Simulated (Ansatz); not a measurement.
C$_{3}$H$_{6}$BClO (`BC(C)(Cl)C=O`). Charge 0, multiplicity 1. All single points use the PBE0-D4/def2-TZVP geometry. It is one conformer, not always the lowest.

```xyz
12

B     0.646   -1.368    0.382
C    -0.096   -0.054   -0.063
C     0.626    1.135   -0.610
Cl   -0.484   -1.320   -1.372
C    -1.367    0.227    0.672
O    -1.611    1.300    1.149
H     1.794   -1.487    0.083
H     0.101   -2.122    1.129
H     1.527    0.834   -1.143
H     0.915    1.759    0.240
H    -0.009    1.739   -1.259
H    -2.042   -0.643    0.793
```

Problem. What is the dipole moment at ωB97M-V/def2-TZVPP? (An estimate is asked.)

Solution. Computed: 1.51 D, with components (0.61, -0.47, -1.30) D in this frame, pointing from negative to positive charge.

Problem. And with PBE, r2SCAN, B3LYP? (An estimate is asked.)

Solution. Computed: PBE 1.55 D, r2SCAN 1.52 D, B3LYP 1.53 D.

Problem. Give the Mulliken charges with ωB97M-V, PBE, r2SCAN in def2-TZVPP. (Best estimate.)

Solution. Ansatz gave: 
```tsv
atom	ωB97M-V	PBE	r2SCAN
B1	-0.30	-0.21	-0.17
C2	0.08	0.22	0.27
C3	-0.29	-0.25	-0.15
Cl4	-0.01	-0.04	-0.08
C5	0.10	0.04	0.11
O6	-0.26	-0.21	-0.28
H7	0.09	0.03	0.01
H8	0.09	0.03	0.02
H9	0.12	0.11	0.07
H10	0.13	0.11	0.08
H11	0.13	0.10	0.07
H12	0.11	0.07	0.06
```

B3LYP here is the variant with VWN-RPA as its local correlation; programs differ in this.
